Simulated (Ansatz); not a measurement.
The cluster Be3O3, relaxed as a singlet with RKS r2SCAN-D4/def2-SVP in Ansatz, starting from the GFN2-xTB geometry. Force threshold 0.02 eV/Å.

The restricted singlet is unstable towards broken spin symmetry in Hartree–Fock (as tested in another run); at r2SCAN-D4/def2-SVP this wasn't settled. An occupied level of the charge 0 singlet lies above an empty one (by up to 0.27 eV), so this SCF solution is probably not the lowest. Another isomer (singlet) lies 5.57 eV lower at PBE0-D4/def2-TZVP; other spin states weren't run for this one.

Start:

Cartesian coordinates in Å:
```
Be 1.9636 0.2968 0.8460
Be -0.6164 -0.0893 -0.2642
Be -3.1883 -0.4847 -1.3725
O -1.9704 -0.2958 -0.8492
O 3.2039 0.4754 1.3752
O 0.6075 0.0976 0.2647
```

```json
{"step": "1", "energy (eV)": "-7337.9239", "largest force component (eV/Å)": "2.752", "SCF passes": "328"}
{"step": "2", "energy (eV)": "-7338.0874", "largest force component (eV/Å)": "1.313", "SCF passes": "288"}
{"step": "3", "energy (eV)": "-7338.0907", "largest force component (eV/Å)": "0.627", "SCF passes": "122"}
{"step": "4", "energy (eV)": "-7338.1315", "largest force component (eV/Å)": "0.225", "SCF passes": "162"}
{"step": "5", "energy (eV)": "-7338.1338", "largest force component (eV/Å)": "0.043", "SCF passes": "186"}
{"step": "6", "energy (eV)": "-7338.1340", "largest force component (eV/Å)": "0.004", "SCF passes": "244"}
{"step": "7", "energy (eV)": "-7338.1340", "largest force component (eV/Å)": "0.003", "SCF passes": "126"}
{"step": "8", "energy (eV)": "-7338.1340", "largest force component (eV/Å)": "0.002", "SCF passes": "177"}
```

Force components are those of the run's own axes.

End:

Cartesian coordinates in Å:
```
Be 1.952 0.293 0.840
Be -0.638 -0.097 -0.273
Be -3.235 -0.495 -1.384
O -1.958 -0.279 -0.857
O 3.246 0.491 1.393
O 0.633 0.087 0.280
```

By distances, no bond broke or formed. The bond that changes most is Be1–O5, from 1.36 to 1.42 Å (atoms count from 1).

The force fell under the threshold at step 6, but the optimiser went on. No frequencies were taken in this run, so the end may be a saddle point.

Run time 46 s (4 threads of Intel Xeon Platinum 8488C on a shared host).
